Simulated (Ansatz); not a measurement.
`[Cl][In]([Cl])[SeH]` + CH₃OH → `C[O][In]([Cl])[Cl]` + H₂Se at 600 K and 1 bar (ligand exchange at the In–Se bond).

Computed with Ansatz on PBE0-D4/def2-TZVP structures; ΔE is electronic, products minus reactants. CCSD(T)/CBS adds triple-zeta CCSD(T) − MP2 to the extrapolated MP2 energy (def2 sets, frozen cores). This one scheme is used for every species. Elements past krypton have def2 core potentials. For In, Se outer-core shells are correlated without core-valence functions, which leaves a few kJ/mol of doubt a bond. Scalar relativity is left out up to krypton. One conformer a species, not always the lowest.

| species | CCSD(T)/CBS energy (Eh) | H − E (kJ/mol) | S (J/(mol·K)) |
| --- | --- | --- | --- |
| `[Cl][In]([Cl])[SeH]` | -3510.81908 | 76.4 | 445.3 |
| CH₃OH | -115.61712 | 163.6 | 277.3 |
| `C[O][In]([Cl])[Cl]` | -1224.50245 | 173.1 | 483.6 |
| H₂Se | -2401.89790 | 57.0 | 244.8 |

H − E and S are ideal-gas, rigid-rotor, harmonic terms from PBE0-D4/def2-TZVP, for one conformer and one mirror image of each species. 1 Eh = 2625.50 kJ/mol, R = 8.31446 J/(mol·K).

By hand: ΔE, ΔH, ΔS and ΔG.

ΔE = (-1224.50245) + (-2401.89790) − (-3510.81908) − (-115.61712) = 0.03585 Eh = 94.1 kJ/mol. Δ(H − E) = 173.1 + 57.0 − 76.4 − 163.6 = -9.9, so ΔH = 84.2 kJ/mol. ΔS = 483.6 + 244.8 − 445.3 − 277.3 = 5.8 J/(mol·K). ΔG = 84.2 − 600 × (5.8)/1000 = 80.7 kJ/mol.

By hand: the equilibrium constant, and the temperature at which ΔG would vanish if ΔH and ΔS stayed fixed.

log₁₀ K = −ΔG/(RT ln 10) = -7.0. ΔG = 0 at ΔH/ΔS = 14517 K, far beyond where these terms or the molecules hold.

The number of gas molecules stays the same, so ΔS is small and ΔH decides. A doubt of 5 kJ/mol in ΔE shifts log₁₀ K by 0.4 here. Other conformers and mirror images would add mixing entropy, several J/(mol·K) or more a flexible species. Modes under 60 cm⁻¹, often nearly free rotors, make the harmonic entropy too high. These are equilibria of isolated gas molecules and say nothing of rates. Largest T1 diagnostic: 0.015 (customary marks: 0.02 for closed shells, 0.045 for open ones).
